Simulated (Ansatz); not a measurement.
**Molecular dynamics of ClF$_{3}$GeH$_{2}$S**

Input file:

```yaml
crystal:
  periodic: [false, false, false]
  atoms:
    - { symbol: Ge, position_ang: [0.213943, 0.289181, -0.012799] }
    - { symbol: F, position_ang: [0.110053, -0.22154, 1.925565] }
    - { symbol: Cl, position_ang: [2.038965, -0.256238, -1.034771] }
    - { symbol: F, position_ang: [-0.89211, 1.406018, -0.773096] }
    - { symbol: F, position_ang: [-0.733861, -1.150514, -0.273853] }
    - { symbol: S, position_ang: [1.167031, 2.124002, 1.309704] }
    - { symbol: H, position_ang: [2.416859, 1.584968, 1.21691] }
    - { symbol: H, position_ang: [0.603121, 0.820525, 2.130138] }
basis:
  gaussian: { orbitals: def2-SVP }
hamiltonian:
  xc: pbe
  dispersion: d4
md:
  timestep: 0.5
  n_steps: 200
  ensemble: nve
  temperature: 100.0
  initial_velocities: maxwell_boltzmann
  seed: 9637
```

Command:

```bash
$ ansatz run input.yaml --threads 4 --pin off --max-ram 5120MiB --backend cpu --events-out ev --progress --plain --runs-dir out
```

It starts at the highest image of a converged band, a first-order saddle point between two minima.

Output, in part (one step line in 3, the closing report, with atoms numbered from 0):

```
md step     0: t =     0.00 fs  T =   100.0 K  F+E_penalty+E_count = -88015.98606036 eV  E_kin = 0.077556 eV  conserved = -88015.90850436 eV  (29 SCF iters)
md step     3: t =     1.50 fs  T =    97.2 K  F+E_penalty+E_count = -88015.98388234 eV  E_kin = 0.075388 eV  conserved = -88015.90849449 eV  (30 SCF iters)
md step     6: t =     3.00 fs  T =    89.2 K  F+E_penalty+E_count = -88015.97766274 eV  E_kin = 0.069185 eV  conserved = -88015.90847808 eV  (29 SCF iters)
md step     9: t =     4.50 fs  T =    78.8 K  F+E_penalty+E_count = -88015.96956499 eV  E_kin = 0.061097 eV  conserved = -88015.90846841 eV  (31 SCF iters)
md step    12: t =     6.00 fs  T =    67.8 K  F+E_penalty+E_count = -88015.96101827 eV  E_kin = 0.052557 eV  conserved = -88015.90846118 eV  (25 SCF iters)
md step    15: t =     7.50 fs  T =    57.7 K  F+E_penalty+E_count = -88015.95319120 eV  E_kin = 0.044739 eV  conserved = -88015.90845220 eV  (25 SCF iters)
md step    18: t =     9.00 fs  T =    50.1 K  F+E_penalty+E_count = -88015.94729136 eV  E_kin = 0.038840 eV  conserved = -88015.90845133 eV  (25 SCF iters)
md step    21: t =    10.50 fs  T =    44.9 K  F+E_penalty+E_count = -88015.94330712 eV  E_kin = 0.034843 eV  conserved = -88015.90846392 eV  (30 SCF iters)
md step    24: t =    12.00 fs  T =    40.1 K  F+E_penalty+E_count = -88015.93959070 eV  E_kin = 0.031116 eV  conserved = -88015.90847423 eV  (30 SCF iters)
md step    27: t =    13.50 fs  T =    34.0 K  F+E_penalty+E_count = -88015.93484740 eV  E_kin = 0.026381 eV  conserved = -88015.90846606 eV  (25 SCF iters)
md step    30: t =    15.00 fs  T =    27.9 K  F+E_penalty+E_count = -88015.93012457 eV  E_kin = 0.021676 eV  conserved = -88015.90844845 eV  (24 SCF iters)
md step    33: t =    16.50 fs  T =    24.8 K  F+E_penalty+E_count = -88015.92765401 eV  E_kin = 0.019210 eV  conserved = -88015.90844363 eV  (23 SCF iters)
md step    36: t =    18.00 fs  T =    25.4 K  F+E_penalty+E_count = -88015.92813358 eV  E_kin = 0.019682 eV  conserved = -88015.90845153 eV  (25 SCF iters)
md step    39: t =    19.50 fs  T =    28.6 K  F+E_penalty+E_count = -88015.93063811 eV  E_kin = 0.022181 eV  conserved = -88015.90845665 eV  (25 SCF iters)
md step    42: t =    21.00 fs  T =    33.5 K  F+E_penalty+E_count = -88015.93444639 eV  E_kin = 0.025988 eV  conserved = -88015.90845865 eV  (25 SCF iters)
md step    45: t =    22.50 fs  T =    39.6 K  F+E_penalty+E_count = -88015.93917703 eV  E_kin = 0.030708 eV  conserved = -88015.90846867 eV  (30 SCF iters)
md step    48: t =    24.00 fs  T =    45.3 K  F+E_penalty+E_count = -88015.94361801 eV  E_kin = 0.035137 eV  conserved = -88015.90848136 eV  (31 SCF iters)
md step    51: t =    25.50 fs  T =    48.5 K  F+E_penalty+E_count = -88015.94610512 eV  E_kin = 0.037622 eV  conserved = -88015.90848271 eV  (31 SCF iters)
md step    54: t =    27.00 fs  T =    49.0 K  F+E_penalty+E_count = -88015.94644110 eV  E_kin = 0.037972 eV  conserved = -88015.90846888 eV  (24 SCF iters)
md step    57: t =    28.50 fs  T =    48.8 K  F+E_penalty+E_count = -88015.94630078 eV  E_kin = 0.037842 eV  conserved = -88015.90845860 eV  (25 SCF iters)
md step    60: t =    30.00 fs  T =    49.7 K  F+E_penalty+E_count = -88015.94698681 eV  E_kin = 0.038523 eV  conserved = -88015.90846377 eV  (31 SCF iters)
md step    63: t =    31.50 fs  T =    50.9 K  F+E_penalty+E_count = -88015.94796040 eV  E_kin = 0.039488 eV  conserved = -88015.90847241 eV  (31 SCF iters)
md step    66: t =    33.00 fs  T =    51.2 K  F+E_penalty+E_count = -88015.94818790 eV  E_kin = 0.039714 eV  conserved = -88015.90847360 eV  (30 SCF iters)
md step    69: t =    34.50 fs  T =    50.2 K  F+E_penalty+E_count = -88015.94741131 eV  E_kin = 0.038937 eV  conserved = -88015.90847404 eV  (30 SCF iters)
md step    72: t =    36.00 fs  T =    47.8 K  F+E_penalty+E_count = -88015.94554132 eV  E_kin = 0.037064 eV  conserved = -88015.90847723 eV  (29 SCF iters)
md step    75: t =    37.50 fs  T =    43.7 K  F+E_penalty+E_count = -88015.94234782 eV  E_kin = 0.033877 eV  conserved = -88015.90847111 eV  (30 SCF iters)
md step    78: t =    39.00 fs  T =    39.2 K  F+E_penalty+E_count = -88015.93886583 eV  E_kin = 0.030417 eV  conserved = -88015.90844860 eV  (31 SCF iters)
md step    81: t =    40.50 fs  T =    38.2 K  F+E_penalty+E_count = -88015.93809062 eV  E_kin = 0.029660 eV  conserved = -88015.90843016 eV  (23 SCF iters)
md step    84: t =    42.00 fs  T =    43.7 K  F+E_penalty+E_count = -88015.94232232 eV  E_kin = 0.033880 eV  conserved = -88015.90844210 eV  (24 SCF iters)
md step    87: t =    43.50 fs  T =    53.6 K  F+E_penalty+E_count = -88015.95002339 eV  E_kin = 0.041550 eV  conserved = -88015.90847309 eV  (30 SCF iters)
md step    90: t =    45.00 fs  T =    62.8 K  F+E_penalty+E_count = -88015.95719891 eV  E_kin = 0.048708 eV  conserved = -88015.90849054 eV  (31 SCF iters)
md step    93: t =    46.50 fs  T =    68.3 K  F+E_penalty+E_count = -88015.96147731 eV  E_kin = 0.052991 eV  conserved = -88015.90848602 eV  (31 SCF iters)
md step    96: t =    48.00 fs  T =    70.7 K  F+E_penalty+E_count = -88015.96330493 eV  E_kin = 0.054829 eV  conserved = -88015.90847622 eV  (30 SCF iters)
md step    99: t =    49.50 fs  T =    71.5 K  F+E_penalty+E_count = -88015.96393890 eV  E_kin = 0.055467 eV  conserved = -88015.90847229 eV  (31 SCF iters)
md step   102: t =    51.00 fs  T =    71.6 K  F+E_penalty+E_count = -88015.96398189 eV  E_kin = 0.055513 eV  conserved = -88015.90846854 eV  (31 SCF iters)
md step   105: t =    52.50 fs  T =    71.5 K  F+E_penalty+E_count = -88015.96389123 eV  E_kin = 0.055428 eV  conserved = -88015.90846279 eV  (31 SCF iters)
md step   108: t =    54.00 fs  T =    71.9 K  F+E_penalty+E_count = -88015.96421941 eV  E_kin = 0.055753 eV  conserved = -88015.90846675 eV  (31 SCF iters)
md step   111: t =    55.50 fs  T =    71.9 K  F+E_penalty+E_count = -88015.96424635 eV  E_kin = 0.055761 eV  conserved = -88015.90848493 eV  (30 SCF iters)
md step   114: t =    57.00 fs  T =    68.6 K  F+E_penalty+E_count = -88015.96173577 eV  E_kin = 0.053240 eV  conserved = -88015.90849575 eV  (31 SCF iters)
md step   117: t =    58.50 fs  T =    60.7 K  F+E_penalty+E_count = -88015.95558219 eV  E_kin = 0.047101 eV  conserved = -88015.90848110 eV  (31 SCF iters)
md step   120: t =    60.00 fs  T =    51.0 K  F+E_penalty+E_count = -88015.94798593 eV  E_kin = 0.039534 eV  conserved = -88015.90845147 eV  (30 SCF iters)
md step   123: t =    61.50 fs  T =    44.6 K  F+E_penalty+E_count = -88015.94299049 eV  E_kin = 0.034555 eV  conserved = -88015.90843524 eV  (31 SCF iters)
md step   126: t =    63.00 fs  T =    44.2 K  F+E_penalty+E_count = -88015.94272663 eV  E_kin = 0.034278 eV  conserved = -88015.90844883 eV  (30 SCF iters)
md step   129: t =    64.50 fs  T =    47.7 K  F+E_penalty+E_count = -88015.94550067 eV  E_kin = 0.037028 eV  conserved = -88015.90847315 eV  (31 SCF iters)
md step   132: t =    66.00 fs  T =    51.2 K  F+E_penalty+E_count = -88015.94816491 eV  E_kin = 0.039683 eV  conserved = -88015.90848210 eV  (31 SCF iters)
md step   135: t =    67.50 fs  T =    52.9 K  F+E_penalty+E_count = -88015.94946292 eV  E_kin = 0.040989 eV  conserved = -88015.90847349 eV  (31 SCF iters)
md step   138: t =    69.00 fs  T =    54.3 K  F+E_penalty+E_count = -88015.95054252 eV  E_kin = 0.042088 eV  conserved = -88015.90845479 eV  (25 SCF iters)
md step   141: t =    70.50 fs  T =    58.8 K  F+E_penalty+E_count = -88015.95401530 eV  E_kin = 0.045580 eV  conserved = -88015.90843576 eV  (24 SCF iters)
md step   144: t =    72.00 fs  T =    69.6 K  F+E_penalty+E_count = -88015.96238648 eV  E_kin = 0.053946 eV  conserved = -88015.90844095 eV  (30 SCF iters)
md step   147: t =    73.50 fs  T =    85.5 K  F+E_penalty+E_count = -88015.97476614 eV  E_kin = 0.066278 eV  conserved = -88015.90848817 eV  (29 SCF iters)
md step   150: t =    75.00 fs  T =    98.9 K  F+E_penalty+E_count = -88015.98525313 eV  E_kin = 0.076721 eV  conserved = -88015.90853240 eV  (29 SCF iters)
md step   153: t =    76.50 fs  T =   104.2 K  F+E_penalty+E_count = -88015.98926513 eV  E_kin = 0.080775 eV  conserved = -88015.90849013 eV  (30 SCF iters)
md step   156: t =    78.00 fs  T =   108.6 K  F+E_penalty+E_count = -88015.99264464 eV  E_kin = 0.084221 eV  conserved = -88015.90842354 eV  (30 SCF iters)
md step   159: t =    79.50 fs  T =   121.9 K  F+E_penalty+E_count = -88016.00300901 eV  E_kin = 0.094530 eV  conserved = -88015.90847897 eV  (30 SCF iters)
md step   162: t =    81.00 fs  T =   135.7 K  F+E_penalty+E_count = -88016.01377946 eV  E_kin = 0.105224 eV  conserved = -88015.90855531 eV  (31 SCF iters)
md step   165: t =    82.50 fs  T =   137.9 K  F+E_penalty+E_count = -88016.01547689 eV  E_kin = 0.106950 eV  conserved = -88015.90852702 eV  (30 SCF iters)
md step   168: t =    84.00 fs  T =   132.5 K  F+E_penalty+E_count = -88016.01118877 eV  E_kin = 0.102738 eV  conserved = -88015.90845114 eV  (31 SCF iters)
md step   171: t =    85.50 fs  T =   131.9 K  F+E_penalty+E_count = -88016.01071880 eV  E_kin = 0.102299 eV  conserved = -88015.90841998 eV  (30 SCF iters)
md step   174: t =    87.00 fs  T =   141.4 K  F+E_penalty+E_count = -88016.01809943 eV  E_kin = 0.109626 eV  conserved = -88015.90847391 eV  (29 SCF iters)
md step   177: t =    88.50 fs  T =   151.9 K  F+E_penalty+E_count = -88016.02633388 eV  E_kin = 0.117775 eV  conserved = -88015.90855866 eV  (29 SCF iters)
md step   180: t =    90.00 fs  T =   151.4 K  F+E_penalty+E_count = -88016.02596843 eV  E_kin = 0.117453 eV  conserved = -88015.90851519 eV  (30 SCF iters)
md step   183: t =    91.50 fs  T =   149.1 K  F+E_penalty+E_count = -88016.02402811 eV  E_kin = 0.115651 eV  conserved = -88015.90837738 eV  (29 SCF iters)
md step   186: t =    93.00 fs  T =   164.7 K  F+E_penalty+E_count = -88016.03619816 eV  E_kin = 0.127740 eV  conserved = -88015.90845862 eV  (30 SCF iters)
md step   189: t =    94.50 fs  T =   186.5 K  F+E_penalty+E_count = -88016.05325170 eV  E_kin = 0.144667 eV  conserved = -88015.90858434 eV  (30 SCF iters)
md step   192: t =    96.00 fs  T =   195.3 K  F+E_penalty+E_count = -88016.05994982 eV  E_kin = 0.151439 eV  conserved = -88015.90851130 eV  (31 SCF iters)
md step   195: t =    97.50 fs  T =   200.9 K  F+E_penalty+E_count = -88016.06422811 eV  E_kin = 0.155823 eV  conserved = -88015.90840482 eV  (30 SCF iters)
md step   198: t =    99.00 fs  T =   220.1 K  F+E_penalty+E_count = -88016.07915940 eV  E_kin = 0.170707 eV  conserved = -88015.90845209 eV  (29 SCF iters)
md step   200: t =   100.00 fs  T =   237.5 K  F+E_penalty+E_count = -88016.09278788 eV  E_kin = 0.184219 eV  conserved = -88015.90856900 eV  (29 SCF iters)
Total energy: -88016.09281764 eV, -3234.5317515976 hartree
Atom 0 at     0.232701     0.364374    -0.041769 Å, force    -0.288746     0.118615    -0.291698 eV/Å
Atom 1 at     0.156626    -0.373976     2.092195 Å, force     0.052551     0.070585     0.277746 eV/Å
Atom 2 at     2.042766    -0.289716    -1.015390 Å, force     0.125702    -0.020114    -0.192853 eV/Å
Atom 3 at    -0.931558     1.410690    -0.831621 Å, force     0.125940    -0.076156    -0.104293 eV/Å
Atom 4 at    -0.709825    -1.090596    -0.216375 Å, force    -0.044303    -0.003105     0.214254 eV/Å
Atom 5 at     1.106582     2.055606     1.253977 Å, force     0.280833     0.060199     0.055913 eV/Å
Atom 6 at     2.338748     1.480376     1.059633 Å, force    -0.135195     0.179256     0.123894 eV/Å
Atom 7 at     0.531284     0.515596     2.344787 Å, force    -0.116782    -0.329279    -0.082963 eV/Å
Dipole moment:     0.482491     0.262849     0.463448 e Å
```

All steps were run. The conserved energy stayed within 0.017 meV per atom of its start (net change -0.0081 meV per atom), so the integration is sound. A run of 0.1 ps of so small a system gives no equilibrium averages. The orbitals stay closed-shell, which can raise the energy where a bond breaks towards radicals; this wasn't checked here.

Between its relaxed ends the band would form Ge1–S6, F2–H8 and break Ge1–F2, S6–H8. These pairs go: Ge1–S6 2.45 → 2.30 Å, F2–H8 1.17 → 1.00 Å, Ge1–F2 2.01 → 2.26 Å, S6–H8 1.64 → 1.97 Å. In the last frame they stand as after the step (other bonds may differ from the relaxed reactants and products). It ends as ClF2GeHS + FH by the count below, though a long contact still joins these pieces: Ge1–F2, 2.26 Å. Pairs count as bonded within 1.25 times the sum of covalent radii (0.12 Å more for H–H).

Last frame:

```xyz
8
Properties=species:S:1:pos:R:3
Ge 0.233 0.364 -0.042
F 0.157 -0.374 2.092
Cl 2.043 -0.290 -1.015
F -0.932 1.411 -0.832
F -0.710 -1.091 -0.216
S 1.107 2.056 1.254
H 2.339 1.480 1.060
H 0.531 0.516 2.345
```

The run took 4.4 min on 4 threads of Arm Neoverse V2, on a shared host, peak memory 0.18 GiB.
